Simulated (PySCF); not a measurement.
C₅H₈N₂S.
Geometry (GFN2-xTB, Å), atoms numbered from 1 in this order:
```
atom  x, y, z in Å
C1    -2.5521    0.9752    0.0959
C2    -2.0158   -0.4204   -0.2259
C3    -0.5356   -0.4153   -0.2956
N4     0.1534   -0.5434   -1.3682
N5     1.4664   -0.4757   -1.1907
C6     1.8292   -0.2948    0.0250
C7     3.2294   -0.1924    0.4865
S8     0.4663   -0.1850    1.1340
H9    -3.6371    0.9539    0.1507
H10   -2.1630    1.3228    1.0509
H11   -2.2560    1.6790   -0.6781
H12   -2.3952   -0.7558   -1.1920
H13   -2.3394   -1.1227    0.5459
H14    3.3522    0.6643    1.1466
H15    3.5071   -1.0901    1.0387
H16    3.8824   -0.0906   -0.3760
```

Computed with TDDFT wB97X-D/def2-SVPD, vertical, gas phase, core orbitals frozen in the response (PySCF 2.14.0, density-fitted response routines).

Kohn–Sham orbitals with the atoms that hold most of them (Löwdin shares over 4%, at most four atoms; ? is withheld):

```csv
orbital,ε (eV),atoms
HOMO-3,-10.59,"N5 29%, N4 28%, S8 25%, C3 5%"
HOMO-2,-10.22,"S8 58%, N4 10%, N5 10%, C6 9%"
HOMO-1,-9.50,"C6 20%, N4 20%, C3 20%, N5 20%"
HOMO,-9.23,?
LUMO,?,?
LUMO+1,1.56,"S8 58%, C3 9%, C6 9%"
LUMO+2,2.06,"S8 48%, C1 8%, C7 7%, C6 5%"
```

Q: Give the leading atoms of the HOMO.

A: N4 (bonded to C and N) 37%; N5 (bonded to C and N) 37%; C3 (bonded to C, N and S) 8%; C6 (bonded to C, N and S) 8%. By element: nitrogen 74%, carbon 17% or more.

Q: Give the leading atoms of the LUMO.

A: S8 (bonded to 2 C) 24%; C6 (bonded to C, N and S) 19%; C3 (bonded to C, N and S) 19%; N4 (bonded to C and N) 12%. By element: carbon 38% or more, sulfur 24%, nitrogen 12% or more.

Q: What is the LUMO energy, and the HOMO–LUMO gap?

A: ε(LUMO) = 0.76 eV; the gap is 9.98 eV (0.3669 hartree).

Q: The HOMO–LUMO gap is 9.98 eV. Where does the response calculation put the lowest singlet, and from which orbitals?

A: S1 is at 4.86 eV (f = 0.0000), 5.13 eV below the gap, made of HOMO→LUMO (97%). 

Q: Give energy, strength and leading configuration of S1, S2, S5 and S6, and follow the Löwdin shares of the leading atoms from the occupied to the empty orbital.

A: 
- S1 (4.86 eV, f 0.0000), HOMO→LUMO (97%): N4 37% → 12%, N5 37% → at most 12%, S8 at most 9% → 24%, C6 8% → 19%
- S2 (5.99 eV, f 0.177), HOMO-1→LUMO (95%): C6 20% → 19%, N4 20% → 12%, S8 at most 20% → 24%
- S5 (6.42 eV, f 0.0031), HOMO-1→LUMO+1 (82%): C6 20% → 9%, N4 20% → at most 4%, S8 at most 20% → 58%, C3 20% → 9%
- S6 (6.55 eV, f 0.0007), HOMO-2→LUMO+1 (87%): S8 58% → 58%, N4 10% → at most 4%, C3 at most 10% → 9%

Time: 56 s wall. Hardware: one thread, Arm Neoverse V2 (shared host).

One conformer stands for the species.
